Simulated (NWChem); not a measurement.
System: C8H8GeO; SMILES [GeH3][c]1ccc2ccoc2c1

NWChem input:

```
start job
memory heap 200 mb stack 900 mb global 1100 mb
geometry units angstroms noautoz
  Ge     0.208722    -2.675924    -0.003377
  C     -0.162995    -0.755348     0.004308
  C     -1.498008    -0.283391     0.002650
  C     -1.805448     1.073284    -0.000668
  C     -0.750207     1.999201    -0.001785
  C     -0.628016     3.437297    -0.003411
  C      0.703193     3.697921    -0.001710
  O      1.460307     2.553733     0.001194
  C      0.570108     1.511931     0.000934
  C      0.896144     0.160916     0.004477
  H     -0.554648    -3.387517     1.140308
  H      1.728852    -2.889554     0.186643
  H     -0.224657    -3.326910    -1.340684
  H     -2.315236    -1.000856     0.005973
  H     -2.839900     1.405830    -0.000991
  H     -1.424668     4.168077    -0.005545
  H      1.268209     4.618314    -0.002360
  H      1.934529    -0.156041     0.008824
end
basis spherical
  * library 6-31g*
end
dft
  xc m06-2x
  grid xcoarse
  iterations 150
  semidirect filesize 400000000
  mulliken
end
task dft gradient
```

Excerpt of the output:

```
             Northwest Computational Chemistry Package (NWChem) 7.3.0
             --------------------------------------------------------

 C1  symmetry detected

                             Geometry "geometry" -> ""
                             -------------------------

 Output coordinates in angstroms (scale by  1.889725989 to convert to a.u.)

  No.       Tag          Charge          X              Y              Z
 ---- ---------------- ---------- -------------- -------------- --------------
    1 Ge                  32.0000     0.20203733    -2.66906116    -0.00159242
    2 C                    6.0000    -0.16398695    -0.74738955     0.00542299
    3 C                    6.0000    -1.49759610    -0.27148008     0.00378787
    4 C                    6.0000    -1.80101596     1.08609846     0.00000364
    5 C                    6.0000    -0.74303664     2.00888458    -0.00162220
    6 C                    6.0000    -0.61658591     3.44661154    -0.00380993
    7 C                    6.0000     0.71538962     3.70329109    -0.00240801
    8 O                    8.0000     1.46911094     2.55686622     0.00081418
    9 C                    6.0000     0.57582937     1.51770613     0.00108193
   10 C                    6.0000     0.89786195     0.16573255     0.00508621
   11 H                    1.0000    -0.56326385    -3.37795780     1.14247637
   12 H                    1.0000     1.72155659    -2.88712214     0.18827919
   13 H                    1.0000    -0.23347140    -3.31926494    -1.33858806
   14 H                    1.0000    -2.31694557    -0.98651946     0.00750508
   15 H                    1.0000    -2.83447825     1.42170759    -0.00028911
   16 H                    1.0000    -1.41106972     4.17974769    -0.00609997
   17 H                    1.0000     1.28312980     4.62200579    -0.00349088
   18 H                    1.0000     1.93530402    -0.15429778     0.00939648

 Effective nuclear repulsion energy (a.u.)     710.8436250457

                                 NWChem DFT Module
                                 -----------------

 Summary of "ao basis" -> "ao basis" (spherical)
 ------------------------------------------------------------------------------
       Tag                 Description            Shells   Functions and Types
 ---------------- ------------------------------  ------  ---------------------
 Ge                          6-31g*                 12       32   5s4p3d
 C                           6-31g*                  6       14   3s2p1d
 O                           6-31g*                  6       14   3s2p1d
 H                           6-31g*                  2        2   2s

            General Information
            -------------------
          SCF calculation type: DFT
          Wavefunction type:  closed shell.
          No. of atoms     :    18
          No. of electrons :    96
           Alpha electrons :    48
            Beta electrons :    48
          Charge           :     0
          Spin multiplicity:     1
          Use of symmetry is: off; symmetry adaption is: off
          Maximum number of iterations: 150
          AO basis - number of functions:   174
                     number of shells:    82
          Convergence on energy requested:  1.00D-06
          Convergence on density requested:  1.00D-05
          Convergence on gradient requested:  5.00D-04

              XC Information
              --------------
                       M06-2X Method XC Functional
                     Hartree-Fock (Exact) Exchange  0.540
                        M06-2X Exchange Functional  1.000
                      M06-2X Correlation Potential  1.000

             Grid Information
             ----------------
          Grid used for XC integration:  xcoarse
          Radial quadrature: Mura-Knowles
          Angular quadrature: Lebedev.
          Tag              B.-S. Rad. Rad. Pts. Rad. Cut. Ang. Pts.
          ---              ---------- --------- --------- ---------
          Ge                  1.25       75          14.0       194
          C                   0.70       21          15.0       194
          O                   0.60       21          13.0       194
          H                   0.35       21          17.0       194
          Grid pruning is: on
          Number of quadrature shells:   432
          Spatial weights used:  Erf1

[...]

                         DFT ENERGY GRADIENTS

    atom               coordinates                        gradient
                 x          y          z           x          y          z
   1 Ge      0.381795  -5.043794  -0.003009    0.001752  -0.006180   0.000603
   2 C      -0.309890  -1.412361   0.010248   -0.002277   0.001221   0.000030
   3 C      -2.830046  -0.513023   0.007158    0.002110  -0.000440   0.000031
   4 C      -3.403427   2.052428   0.000007    0.003483   0.001180  -0.000016
   5 C      -1.404136   3.796241  -0.003066   -0.002858   0.003539   0.000004
   6 C      -1.165178   6.513151  -0.007200   -0.002025  -0.007525  -0.000002
   7 C       1.351890   6.998205  -0.004550   -0.000146   0.004378  -0.000007
   8 O       2.776217   4.831777   0.001539    0.005276  -0.000340   0.000012
   9 C       1.088160   2.868049   0.002045   -0.001125  -0.007011   0.000018
  10 C       1.696713   0.313189   0.009612   -0.001951   0.003144  -0.000017
  11 H      -1.064414  -6.383415   2.158967    0.003964   0.002889  -0.005521
  12 H       3.253270  -5.455870   0.355796   -0.007654   0.000610  -0.000947
  13 H      -0.441197  -6.272501  -2.529565    0.002236   0.002259   0.005908
  14 H      -4.378392  -1.864251   0.014183    0.000120   0.000076  -0.000056
  15 H      -5.356387   2.686638  -0.000546   -0.001014   0.000161   0.000006
  16 H      -2.666535   7.898578  -0.011527   -0.000853   0.000629   0.000008
  17 H       2.424764   8.734324  -0.006597    0.000853   0.001661  -0.000007
  18 H       3.657194  -0.291581   0.017757    0.000108  -0.000252  -0.000048
```

Level: M06-2X/6-31G* (spherical d). Geometry: optimised at B3LYP/6-31G* (spherical d). Not confirmed as a minimum by frequencies.
